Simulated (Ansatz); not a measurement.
A nudged elastic band was laid between two geometries of C2H6BNSe (11 atoms, charge 0, multiplicity 1).

Method: Ansatz 0.2.0, RKS r2SCAN/def2-SVP.

```yaml
movable_images: 7
climbing_image: yes
spring: 5.0 eV/Å²
optimiser: quadratic models (default)
start_path: IDPP
force_threshold: 0.03 eV/Å
iteration_limit: 60
end_points: relaxed
```

Initial state:

```xyz
11
Properties=species:S:1:pos:R:3
B -0.781 1.620 1.160
C -0.832 0.219 0.482
N 0.410 -0.506 0.392
C 0.793 -0.918 -0.739
Se 2.456 -1.840 -0.910
H 0.191 1.995 1.767
H -1.781 2.298 1.130
H -1.487 -0.289 1.236
H -1.437 0.211 -0.453
H 0.231 -0.788 -1.689
H 2.302 -2.059 -2.357
```

Final state:

```xyz
11
Properties=species:S:1:pos:R:3
B -0.236 1.078 1.159
C -1.364 0.631 0.104
N -0.050 -0.008 0.076
C 0.548 -0.824 -0.686
Se 2.361 -1.273 -0.393
H 0.425 2.075 0.950
H -0.309 0.638 2.288
H -2.161 -0.061 0.407
H -1.586 1.189 -0.815
H 0.038 -1.294 -1.542
H 2.400 -2.207 -1.529
```

Q: What changes between the two ends?

A: Bonds formed: B1–N3. The dihedral H6–B1–C2–H9 goes from -147 to -1°.

Q: Give the energies along the band, and the barrier.

A: It converged. The highest image is number 4 of 0 to 8, 3.5 kcal/mol above the first end and 11.6 kcal/mol above the last; the last end lies 8.2 kcal/mol below the first. A vibrational analysis at the climbing image gives one clearly imaginary mode, 232i cm⁻¹: a first-order saddle point.

| image | path coordinate (Å) | energy (kcal/mol) | B1–N3 (Å) | dihedral H6–B1–C2–H9 (°) |
| --- | --- | --- | --- | --- |
| 0 | 0.00 | 0.0 | 2.55 | -147 |
| 1 | 0.58 | 0.2 | 2.55 | -124 |
| 2 | 1.15 | 0.7 | 2.56 | -100 |
| 3 | 1.73 | 2.3 | 2.50 | -79 |
| 4 | 2.31 | 3.5 | 2.39 | -59 |
| 5 | 2.97 | 2.2 | 2.15 | -38 |
| 6 | 3.62 | -1.5 | 1.77 | -19 |
| 7 | 4.28 | -6.9 | 1.58 | -6 |
| 8 | 4.94 | -8.2 | 1.55 | -1 |

Q: What is the geometry of the highest image?

A: 
```xyz
11
Properties=species:S:1:pos:R:3
B -0.685 1.547 1.049
C -1.121 0.242 0.262
N 0.009 -0.655 0.432
C 0.741 -0.922 -0.565
Se 2.281 -2.024 -0.348
H 0.291 2.142 0.656
H -1.271 1.941 2.028
H -2.016 -0.232 0.695
H -1.334 0.482 -0.806
H 0.559 -0.565 -1.601
H 2.611 -2.014 -1.782
```

Q: What are the harmonic wavenumbers there?

A: 232i, 95, 133, 225, 274, 319, 376, 666, 736, 842, 889, 894, 1009, 1022, 1058, 1197, 1211, 1272, 1307, 1445, 1693, 2439, 2568, 2668, 2922, 2991, 3084 cm⁻¹.

The run took 8.4 min on 2 threads of Arm Neoverse V1, on a shared host, peak memory 0.18 GiB.
